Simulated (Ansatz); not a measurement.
Reaction: C2H5I (iodoethane, SMILES CCI) → C2H4I (SMILES C[CH]I, doublet) + H (doublet) (the C-H bond breaks)
Each species at its own B3LYP-D3(BJ)/def2-TZVP minimum (Ansatz, an electronic-structure program).

Total energies in hartree (Ansatz). Radicals and triplets start from unrestricted determinants; spin-orbit coupling is neglected. Cores are frozen in correlated methods (noble-gas shells, and filled d and f shells in the p block). Past Kr the def2 sets carry scalar-relativistic core potentials. Where a partner has so few electrons that a lower coupled-cluster level is exact, that level stands in. Spin-orbit terms, left out, reach several kcal/mol for Br and I, and more for heavier atoms.

| species | HF/def2-TZVPP | CCSD(T)/def2-TZVPP | HF/def2-QZVPP | CCSD(T)/def2-QZVPP | CCSD(T)/def2-SVP | CCSDT(Q)/def2-SVP |
|---|---|---|---|---|---|---|
| 1: C2H5I (iodoethane, SMILES CCI) | -375.33945 | -375.89676 | -375.34457 | -375.94124 | -375.68431 | -375.68575 |
| 2: C2H4I (SMILES C[CH]I, doublet) | -374.70966 | -375.22958 | -374.71478 | -375.27283 | -375.02089 | -375.02254 |
| 3: H (doublet) | -0.49981 | -0.49981 | -0.49998 | -0.49998 | -0.49928 | -0.49928 |

Question: Work out the bond dissociation energy (electronic) in kcal/mol: take Hartree-Fock from def2-QZVPP, extrapolate the CCSD(T) correlation energy as X^-3 (X = 3, 4), and add CCSDT(Q) - CCSD(T) in def2-SVP. 1 hartree = 627.51 kcal/mol.

Answer: 
Species 1: correlation (64·(-0.59667) - 27·(-0.55731))/37 = -0.62539; step -0.00144; E1 = -375.34457 + (-0.62539) + (-0.00144) = -375.97140
Species 2: correlation (64·(-0.55805) - 27·(-0.51992))/37 = -0.58587; step -0.00165; E2 = -374.71478 + (-0.58587) + (-0.00165) = -375.30230
Species 3: correlation (64·(0.00000) - 27·(0.00000))/37 = 0.00000; step +0.00000; E3 = -0.49998 + (0.00000) + (+0.00000) = -0.49998
-1·E1 +1·E2 +1·E3 = 0.16912 hartree = 106.1 kcal/mol.
